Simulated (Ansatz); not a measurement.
Zn₁₃H₃₀Se₁₃, relaxed as a singlet with RKS PBE-D4/def2-SVP in Ansatz, starting from the GFN1-xTB geometry. Force threshold 0.03 eV/Å.

Single mean-field runs in def2-SVP are fitted with def2-universal-jkfit.

Start:

Cartesian coordinates in Å:
```
Zn 1.298 1.396 2.772
Zn 4.657 -0.360 0.240
Zn 4.025 -2.487 3.349
Zn -0.655 -2.232 2.431
Zn 2.852 -3.710 -0.073
Zn 2.116 4.098 -0.804
Zn -0.583 5.582 1.455
Zn -2.666 1.287 1.601
Zn -1.542 3.998 -1.884
Zn 0.265 -0.059 -0.896
Zn -2.168 -3.848 -1.551
Zn -4.024 -0.595 -2.317
Zn -5.062 -2.739 0.672
Se 3.482 0.089 2.303
Se 1.465 3.622 1.473
Se 4.533 2.392 -0.843
Se -0.404 0.091 1.351
Se 2.565 -1.287 -1.035
Se 1.668 -3.272 1.987
Se -2.308 -3.383 0.816
Se 0.588 -4.932 -1.532
Se 0.493 2.347 -1.889
Se -2.212 3.522 0.386
Se -4.175 -0.122 0.046
Se -3.463 2.175 -3.202
Se -1.531 -1.400 -2.240
H 1.013 1.585 4.278
H 6.073 -0.744 -0.229
H 3.665 -2.433 4.843
H 5.108 -2.970 2.286
H -1.086 -2.313 3.911
H 3.993 -4.605 -0.593
H 2.635 5.279 -1.644
H -1.019 5.764 2.918
H -0.205 6.334 0.106
H -3.253 1.471 3.017
H -1.583 5.166 -2.886
H -2.794 -4.799 -2.589
H -4.938 -1.039 -3.473
H -5.573 -2.688 2.121
H -5.370 -3.261 -0.800
H 4.461 0.914 2.962
H 2.536 4.288 2.169
H 5.544 3.133 -0.145
H 5.237 2.499 -2.091
H 2.965 -1.372 -2.418
H 1.473 -4.626 2.440
H -2.321 -4.731 1.322
H 0.479 -6.273 -1.034
H 0.986 -5.388 -2.835
H 0.902 2.246 -3.269
H -3.521 4.124 0.382
H -5.399 0.637 0.060
H -4.725 2.855 -3.176
H -3.382 2.264 -4.634
H -1.115 -1.489 -3.619
```

```
step    energy (eV)  largest force component (eV/Å)  SCF passes
   1  -1479085.9203                           1.927          19
   2  -1479086.8595                           0.523          20
   3  -1479087.1264                           0.106          20
   4  -1479087.2957                           0.189          20
   5  -1479087.5038                           0.144          20
   6  -1479087.7544                           0.187          20
   7  -1479088.0560                           0.216          21
   8  -1479088.4117                           0.225          20
   9  -1479088.6608                           0.155          20
  10  -1479088.7971                           0.099          20
  11  -1479088.8520                           0.145          23
  12  -1479088.8723                           0.290          20
  13  -1479088.9687                           0.147          19
  14  -1479089.1735                           0.224          23
  15  -1479089.3037                           0.415          23
  16  -1479089.3968                           0.280          19
  17  -1479089.4606                           0.156          19
  18  -1479089.4871                           0.086          19
  19  -1479089.5033                           0.077          19
  20  -1479089.5106                           0.047          19
  21  -1479089.5112                           0.047          18
  22  -1479089.5139                           0.026          19
```

Force components are those of the run's own axes.

End:

Cartesian coordinates in Å:
```
Zn 1.2237 1.1519 2.9824
Zn 4.9143 -1.2879 0.4666
Zn 3.7668 -1.9932 2.8445
Zn -0.9183 -2.0787 2.5594
Zn 2.4620 -3.7649 -0.0876
Zn 2.3187 3.8071 -0.6277
Zn -0.7279 4.9610 1.0549
Zn -2.5015 1.4154 1.8610
Zn -0.9272 4.7304 -1.6609
Zn 0.2682 -0.0594 -0.9066
Zn -3.1111 -3.6410 -1.7578
Zn -3.9136 -0.2327 -2.2092
Zn -4.3396 -2.6805 0.4858
Se 3.5024 0.4718 1.9746
Se 1.2546 3.4140 1.6018
Se 4.2951 2.0603 -0.9230
Se -0.4181 0.0932 1.4091
Se 2.4580 -1.2983 -0.9065
Se 1.5214 -3.0084 2.1036
Se -1.8602 -3.5367 0.6466
Se 0.4496 -4.5468 -1.6310
Se 0.4993 2.3092 -1.7231
Se -2.4294 3.2383 0.0335
Se -3.9613 -0.1424 0.2902
Se -3.0631 2.1148 -3.1093
Se -1.5558 -1.3204 -2.0951
H 1.0979 1.2763 4.5300
H 6.0378 -0.7160 -0.4381
H 4.2938 -2.1814 4.3001
H 4.5461 -2.6031 1.3972
H -1.4857 -2.2735 3.9968
H 3.6963 -4.6876 -0.3600
H 2.7375 5.1604 -1.2925
H -1.2803 5.9633 2.1140
H 0.0079 5.4019 -0.4741
H -3.1060 1.7719 3.2516
H -1.5222 5.0460 -3.0591
H -2.6622 -4.7437 -2.7530
H -4.9960 -0.7909 -3.1921
H -5.3615 -3.2645 1.5087
H -4.4559 -2.8201 -1.2577
H 4.3717 0.8986 3.1006
H 2.0099 4.3859 2.4305
H 5.2727 2.7152 -0.0180
H 4.7835 2.8921 -2.0667
H 2.8571 -1.4024 -2.3320
H 1.6319 -4.2644 2.8860
H -2.3685 -4.6657 1.4668
H 0.1854 -5.8473 -0.9659
H 1.4608 -5.1974 -2.5213
H 0.9356 2.2030 -3.1376
H -3.5212 4.1033 0.5488
H -5.3718 0.2613 0.5126
H -4.3116 2.8823 -2.8734
H -3.5568 1.7098 -4.4624
H -1.1330 -1.3889 -3.5159
```

Bonds formed: Zn2–H30, Zn9–H35, Zn11–H41 (atoms count from 1). Metal–metal contacts that move far: Zn2–Zn3 3.82 to 2.73 Å, Zn7–Zn9 3.82 to 2.73 Å, Zn11–Zn13 3.81 to 2.73 Å.

No frequencies were taken in this run, so the end may be a saddle point.

It took 1.9 min on 11 threads of AMD EPYC 7R13 on a shared host and a whole NVIDIA H100 80GB HBM3, peak host memory 2 GiB.
